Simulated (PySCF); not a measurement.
C4H12Sn (SMILES [CH3][Sn]([CH3])([CH3])[CH3]), singlet, geometry from GFN2-xTB (such geometries of metal compounds can be far from the true shape) (all electrons, no relativity), with bond 11-3 at 1.6 times its length; PySCF with PBE/STO-3G.

PySCF was given this input:
```python
from pyscf import gto, scf, dft

mol = gto.Mole()
mol.atom = '''
    C    -0.327347   -1.518834   -1.549445
    Sn   -0.000000   -0.000000    0.000000
    C    -0.053430    1.996137   -0.909602
    C    -1.575570   -0.153808    1.519446
    C     1.956347   -0.323495    0.939602
    H    -1.290480   -1.374051   -2.024837
    H    -0.304138   -2.512462   -1.117299
    H     0.442887   -1.457328   -2.309408
    H     0.106731    2.759911   -0.157550
    H    -1.014042    2.173271   -1.379105
    H     1.182977    2.146308   -2.116120
    H    -2.550192    0.003538    1.072300
    H    -1.563850   -1.134872    1.979838
    H    -1.429419    0.590178    2.293855
    H     2.000575   -1.306120    1.394658
    H     2.747599   -0.250987    0.202548
    H     2.135005    0.418930    1.708675
'''
mol.basis = 'sto-3g'
mol.charge = 0
mol.spin = 0
mol.verbose = 4
mol.build()

mf = dft.RKS(mol)
mf.xc = 'pbe'
mf.diis = False
mf.damp = 0.3
mf.diis_start_cycle = 200
mf.max_cycle = 150
mf.kernel()
```

What the program printed (banner, timings and long lists left out):

```
PySCF version 2.14.0

[INPUT] verbose = 4
[INPUT] num. atoms = 17
[INPUT] num. electrons = 86
[INPUT] charge = 0
[INPUT] spin (= nelec alpha-beta = 2S) = 0
[INPUT] symmetry False subgroup None
[INPUT] Mole.unit = angstrom
[INPUT] Symbol           X                Y                Z      unit          X                Y                Z       unit  Magmom
[...]
nuclear repulsion = 507.243854528293
number of shells = 35
number of NR pGTOs = 177
number of NR cGTOs = 59
basis = sto-3g
ecp = {}

******** <class 'pyscf.dft.rks.RKS'> ********
method = RKS
initial guess = minao
damping factor = 0.3
level_shift factor = 0
DIIS disabled
SCF conv_tol = 1e-09
SCF conv_tol_grad = None
SCF max_cycles = 150
direct_scf = True
direct_scf_tol = 1e-13
XC library pyscf.dft.libxc version 7.1.2
    S. Lehtola, C. Steigemann, M. J. T. Oliveira, and M. A. L. Marques,  SoftwareX 7, 1–5 (2018)
XC functionals = pbe
    J. P. Perdew, K. Burke, and M. Ernzerhof,  Phys. Rev. Lett. 77, 3865 (1996)
    J. P. Perdew, K. Burke, and M. Ernzerhof,  Phys. Rev. Lett. 78, 1396 (1997)
    J. P. Perdew, K. Burke, and M. Ernzerhof,  Phys. Rev. Lett. 77, 3865 (1996)
    J. P. Perdew, K. Burke, and M. Ernzerhof,  Phys. Rev. Lett. 78, 1396 (1997)
radial grids:
    Treutler-Ahlrichs [JCP 102, 346 (1995); DOI:10.1063/1.469408] (M4) radial grids

becke partition: Becke, JCP 88, 2547 (1988); DOI:10.1063/1.454033
pruning grids: <function nwchem_prune>
grids dens level: 3
symmetrized grids: False
atomic radii adjust function: <function treutler_atomic_radii_adjust>
small_rho_cutoff = 0
Set gradient conv threshold to 3.16228e-05
Initial guess from minao.
tot grids = 196128
init E= -6105.6036050473
[...]
cycle= 1 E= -6121.93308262096  delta_E= -16.3  |g|= 0.767  |ddm|=  4.7
[...]
cycle= 2 E= -6122.05713607484  delta_E= -0.124  |g|= 0.523  |ddm|= 1.91
[...]
cycle= 3 E= -6121.97756300494  delta_E= 0.0796  |g|= 0.669  |ddm|= 1.73
[...]
cycle= 4 E= -6121.88974867029  delta_E= 0.0878  |g|= 0.796  |ddm|= 2.13
[...]
cycle= 5 E= -6121.77340849044  delta_E= 0.116  |g|= 0.925  |ddm|= 2.52
[...]
cycle= 6 E= -6121.71662204293  delta_E= 0.0568  |g|= 0.997  |ddm|= 2.82
[...]
cycle= 7 E= -6121.64049153718  delta_E= 0.0761  |g|= 1.06  |ddm|= 3.03
[...]
cycle= 8 E= -6121.63032830871  delta_E= 0.0102  |g|= 1.09  |ddm|= 3.16
[...]
cycle= 9 E= -6121.58531551838  delta_E= 0.045  |g|= 1.11  |ddm|= 3.24
[...]
cycle= 10 E= -6121.59722257817  delta_E= -0.0119  |g|= 1.12  |ddm|= 3.29
[...]
[...]
[...]
cycle= 121 E= -6121.55250717688  delta_E= 0.0247  |g|= 1.14  |ddm|= 3.36
[...]
cycle= 122 E= -6121.57724903562  delta_E= -0.0247  |g|= 1.14  |ddm|= 3.36
[...]
cycle= 123 E= -6121.55250717687  delta_E= 0.0247  |g|= 1.14  |ddm|= 3.36
[...]
cycle= 124 E= -6121.57724903562  delta_E= -0.0247  |g|= 1.14  |ddm|= 3.36
[...]
cycle= 125 E= -6121.55250717688  delta_E= 0.0247  |g|= 1.14  |ddm|= 3.36
[...]
cycle= 126 E= -6121.57724903563  delta_E= -0.0247  |g|= 1.14  |ddm|= 3.36
[...]
cycle= 127 E= -6121.55250717687  delta_E= 0.0247  |g|= 1.14  |ddm|= 3.36
[...]
cycle= 128 E= -6121.57724903562  delta_E= -0.0247  |g|= 1.14  |ddm|= 3.36
[...]
cycle= 129 E= -6121.55250717687  delta_E= 0.0247  |g|= 1.14  |ddm|= 3.36
[...]
cycle= 130 E= -6121.57724903562  delta_E= -0.0247  |g|= 1.14  |ddm|= 3.36
[...]
cycle= 131 E= -6121.55250717686  delta_E= 0.0247  |g|= 1.14  |ddm|= 3.36
[...]
cycle= 132 E= -6121.57724903562  delta_E= -0.0247  |g|= 1.14  |ddm|= 3.36
[...]
cycle= 133 E= -6121.55250717686  delta_E= 0.0247  |g|= 1.14  |ddm|= 3.36
[...]
cycle= 134 E= -6121.57724903563  delta_E= -0.0247  |g|= 1.14  |ddm|= 3.36
[...]
cycle= 135 E= -6121.55250717687  delta_E= 0.0247  |g|= 1.14  |ddm|= 3.36
[...]
cycle= 136 E= -6121.57724903561  delta_E= -0.0247  |g|= 1.14  |ddm|= 3.36
[...]
cycle= 137 E= -6121.55250717686  delta_E= 0.0247  |g|= 1.14  |ddm|= 3.36
[...]
cycle= 138 E= -6121.57724903562  delta_E= -0.0247  |g|= 1.14  |ddm|= 3.36
[...]
cycle= 139 E= -6121.55250717687  delta_E= 0.0247  |g|= 1.14  |ddm|= 3.36
[...]
cycle= 140 E= -6121.57724903563  delta_E= -0.0247  |g|= 1.14  |ddm|= 3.36
[...]
cycle= 141 E= -6121.55250717687  delta_E= 0.0247  |g|= 1.14  |ddm|= 3.36
[...]
cycle= 142 E= -6121.57724903562  delta_E= -0.0247  |g|= 1.14  |ddm|= 3.36
[...]
cycle= 143 E= -6121.55250717687  delta_E= 0.0247  |g|= 1.14  |ddm|= 3.36
[...]
cycle= 144 E= -6121.57724903562  delta_E= -0.0247  |g|= 1.14  |ddm|= 3.36
[...]
cycle= 145 E= -6121.55250717687  delta_E= 0.0247  |g|= 1.14  |ddm|= 3.36
[...]
cycle= 146 E= -6121.57724903562  delta_E= -0.0247  |g|= 1.14  |ddm|= 3.36
[...]
cycle= 147 E= -6121.55250717687  delta_E= 0.0247  |g|= 1.14  |ddm|= 3.36
[...]
cycle= 148 E= -6121.57724903561  delta_E= -0.0247  |g|= 1.14  |ddm|= 3.36
[...]
cycle= 149 E= -6121.55250717687  delta_E= 0.0247  |g|= 1.14  |ddm|= 3.36
[...]
cycle= 150 E= -6121.57724903564  delta_E= -0.0247  |g|= 1.14  |ddm|= 3.36
SCF not converged.
SCF energy = -6121.57724903564
```

The run did not converge; its last values are not results.
